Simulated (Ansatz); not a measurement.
Molecule: C₃HFNS, charge -1, multiplicity 1. It need not be the lowest isomer of its formula. Whether it binds its extra electron was not tested at this geometry. 
Coordinates optimised at B3LYP-D3(BJ)/def2-TZVP (Ansatz, a quantum-chemistry and plane-wave program):
SMILES: Fc1n[c-]cs1
```xyz
7

F      2.0819     0.1083     0.0874
C      0.7440    -0.1423     0.1253
N      0.2568    -1.1975     0.6405
C     -1.1694    -1.2497     0.5691
C     -1.6442    -0.1331    -0.0443
S     -0.3410     1.0249    -0.5565
H     -2.6606     0.1593    -0.2665
```
Charge -1, spin multiplicity 1.

Basis-set convergence of Hartree-Fock and MP2 correlation energies (hartree) with Ansatz. Correlated levels leave the core frozen unless marked. No spin-orbit coupling. No relativistic terms. This anion needs diffuse functions, which these sets lack.

```tsv
basis	functions	E(HF)	E(corr, MP2)
cc-pV(D+d)Z	98	-665.53162	-0.86906
cc-pV(T+d)Z	203	-665.62865	-1.09564
cc-pV(Q+d)Z	369	…	…
```

Q: What belongs in the gaps?

A: 
- cc-pV(Q+d)Z, E(HF): -665.65443
- cc-pV(Q+d)Z, E(corr, MP2): -1.18023
